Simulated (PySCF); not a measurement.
Compound: C6H13PS.
Structure used (PBE0-D3(BJ)/def2-SVP), in Å, numbered top down from 1:
```xyz
21
C6H13PS angstrom
C     -0.3230   -1.6421   -0.7716
C     -0.0991   -0.8803    0.5303
C     -1.3755   -0.1804    1.0253
C     -1.6286    1.0594    0.1574
P      0.0509    1.6736   -0.3162
S      0.6154    3.4565    0.2173
C      0.9546    0.2363    0.4194
C      2.2721   -0.0807   -0.2618
H     -0.6271   -0.9796   -1.5980
H      0.5870   -2.1696   -1.0932
H     -1.1155   -2.3954   -0.6463
H      0.2362   -1.6024    1.2949
H     -1.2239    0.1364    2.0697
H     -2.2409   -0.8612    1.0203
H     -2.1621    1.8636    0.6818
H     -2.1906    0.8219   -0.7587
H      0.1145    1.4234   -1.7204
H      1.1595    0.6094    1.4391
H      2.7915   -0.9056    0.2508
H      2.1340   -0.3719   -1.3144
H      2.9321    0.7997   -0.2412
```

All values: PBE0/pcSseg-1 (PySCF, non-relativistic), on one gas-phase PBE0-D3(BJ)/def2-SVP geometry that isn't relaxed in the solvent. The solvent is an IEF-PCM continuum (van der Waals radii × 1.2). Only the electrostatic response of the medium enters.

Gas phase at PBE0/pcSseg-1: HOMO -6.35 eV, LUMO 0.38 eV, dipole 5.13 D.

Problem. What does the continuum do to the energy, the frontier levels and the dipole at PBE0/pcSseg-1 in chloroform and acetone?

Solution. 
```tsv
solvent	ε	E(solvent) − E(gas) (kcal/mol)	polarisation term (kcal/mol)	distortion of the solute (kcal/mol)	HOMO (eV)	LUMO (eV)	dipole (D)
chloroform	4.711	-6.09	-7.42	1.33	-6.61	0.58	6.65
acetone	20.49	-8.18	-10.62	2.44	-6.72	0.63	7.18
```

The first energy column is the sum of the next two and covers electrostatics alone. From chloroform to acetone the lowering changes by a factor 1.34, Onsager's factor (ε − 1)/(2ε + 1) by 1.30 and ε itself by 4.3.

Problem. Which radius a makes the point-dipole formula ΔE = −[(ε − 1)/(2ε + 1)]·μ²/a³ give the value in acetone, with the gas-phase dipole?

Solution. μ = 2.017 au and |ΔE| = 0.01303 Eh give a = 2.78 Å; the farthest nucleus lies 3.51 Å from the centroid of the nuclei, so such a sphere wouldn't even hold the nuclei. The formula assumes a rigid point dipole at the centre of a sphere.

Problem. Give the dipole vector in the frame of the coordinates (D, pointing from negative to positive charge), gas and acetone.

Solution. Gas (-1.33, -4.93, -0.41), solvent (-1.99, -6.85, -0.87). Its length changes by +40 % and its direction by 3°.

Problem. Which Hirshfeld charges (PBE0/pcSseg-1) respond most in acetone (means over atoms taken as equivalent)?

Solution. 
| atoms | environment | gas (e) | solvent (e) | change |
| --- | --- | --- | --- | --- |
| S6 | sulfur bonded to P | -0.345 | -0.443 | -0.098 |
| H17 | P–H hydrogen | -0.003 | +0.018 | +0.021 |
| P5 | phosphorus bonded to 2 C, S and H | +0.312 | +0.327 | +0.015 |
| H16 | methylene hydrogen | +0.047 | +0.058 | +0.011 |
| C4 | sp3 carbon bound to phosphorus | -0.107 | -0.100 | +0.007 |
| H12 | methine hydrogen | +0.042 | +0.048 | +0.006 |

Problem. Which Mayer bond orders change most in acetone?

Solution. 
```
  bond  length (Å)    gas  solvent  change
 P5–S6       1.945  1.684    1.534  -0.150
 C4–P5       1.850  0.880    0.909  +0.029
 P5–C7       1.850  0.856    0.880  +0.024
P5–H17       1.428  0.862    0.872  +0.010
C4–H16       1.101  0.932    0.925  -0.007
 C7–C2       1.539  0.961    0.964  +0.003
C3–H14       1.101  0.950    0.947  -0.003
C7–H18       1.105  0.921    0.918  -0.003
```
